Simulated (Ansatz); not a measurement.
Total energies of C$_{10}$H$_{10}$Cl$_{2}$Mo, SMILES `[Cl][Mo]12345678([Cl])([C@H]9[C@@H]1[C@@H]2[C@@H]3[C@H]94)[C@H]1[C@@H]5[C@@H]6[C@@H]7[C@H]18`.

Z-matrix (Å, degrees):
```
Mo
C 1 2.273
C 1 2.362 2 152.4
C 1 2.235 2 94.9 3 19.9
Cl 1 2.444 2 132.4 3 173.3
C 1 2.362 2 125.8 3 -35.4
C 1 2.271 2 61.5 3 113.3
C 1 2.363 2 35.5 3 -170.6
Cl 1 2.443 2 90.1 3 -107.0
C 1 2.272 2 94.5 3 -17.1
C 1 2.272 2 126.8 3 40.3
C 1 2.235 2 36.9 3 75.6
C 1 2.361 2 59.3 3 154.3
H 2 1.078 1 122.9 3 46.5
H 3 1.077 1 119.9 2 -177.4
H 4 1.075 1 124.4 2 30.7
H 6 1.077 1 119.8 2 -87.0
H 7 1.078 1 122.9 2 -159.8
H 8 1.077 1 119.9 2 119.6
H 10 1.078 1 122.9 2 -30.0
H 11 1.078 1 122.9 2 87.0
H 12 1.075 1 124.4 2 -121.7
H 13 1.077 1 119.8 2 157.4
```

The species carries charge 0 and has multiplicity 1. Correlated methods include outer-core shells of Mo, which these sets cover unevenly. Mo: def2 effective core potential. All single points use the PBE0-D4/def2-TZVP geometry. Basis def2-TZVPP, the Gaussian-basis code of Ansatz.

RPA on PBE orbitals: Hartree–Fock energy of these orbitals -1371.09763 Eh, correlation -3.96413 Eh (frozen core).

```json
{"functional": "LDA (SPW92)", "energy without D4 (Eh)": "-1369.36939", "D4 term (kJ/mol)": "–"}
{"functional": "PBE", "energy without D4 (Eh)": "-1375.13270", "D4 term (kJ/mol)": "-102.9"}
{"functional": "revPBE", "energy without D4 (Eh)": "-1375.75109", "D4 term (kJ/mol)": "-277.3"}
{"functional": "BLYP", "energy without D4 (Eh)": "-1375.74048", "D4 term (kJ/mol)": "-218.0"}
{"functional": "r2SCAN", "energy without D4 (Eh)": "-1375.74493", "D4 term (kJ/mol)": "-27.5"}
{"functional": "B97M-V", "energy without D4 (Eh)": "-1375.79079", "D4 term (kJ/mol)": "–"}
{"functional": "PBE0", "energy without D4 (Eh)": "-1375.20712", "D4 term (kJ/mol)": "-89.2"}
{"functional": "B3LYP", "energy without D4 (Eh)": "-1376.01086", "D4 term (kJ/mol)": "-164.9"}
{"functional": "r2SCANh", "energy without D4 (Eh)": "-1375.70161", "D4 term (kJ/mol)": "-29.5"}
{"functional": "r2SCAN0", "energy without D4 (Eh)": "-1375.64020", "D4 term (kJ/mol)": "-32.6"}
{"functional": "HSE06 (plane-wave form)", "energy without D4 (Eh)": "-1375.16863", "D4 term (kJ/mol)": "-84.0"}
{"functional": "BHLYP", "energy without D4 (Eh)": "-1375.58573", "D4 term (kJ/mol)": "-133.1"}
{"functional": "CAM-B3LYP", "energy without D4 (Eh)": "-1375.71233", "D4 term (kJ/mol)": "-92.1"}
{"functional": "LC-ωPBE", "energy without D4 (Eh)": "-1375.45889", "D4 term (kJ/mol)": "–"}
{"functional": "ωB97X-V", "energy without D4 (Eh)": "-1375.70365", "D4 term (kJ/mol)": "–"}
{"functional": "ωB97M-V", "energy without D4 (Eh)": "-1375.69923", "D4 term (kJ/mol)": "–"}
{"functional": "B2PLYP", "energy without D4 (Eh)": "-1375.29722", "D4 term (kJ/mol)": "–"}
{"functional": "PBE-QIDH", "energy without D4 (Eh)": "-1374.94999", "D4 term (kJ/mol)": "–"}
```

B3LYP takes the VWN-RPA correlation (the form of Gaussian; ORCA's B3LYP/G). HSE06 is the plane-wave form, built on full-range PBE exchange. The double hybrids freeze the cores in their second-order part.

LC-ωPBE has ω = 0.4 bohr⁻¹.
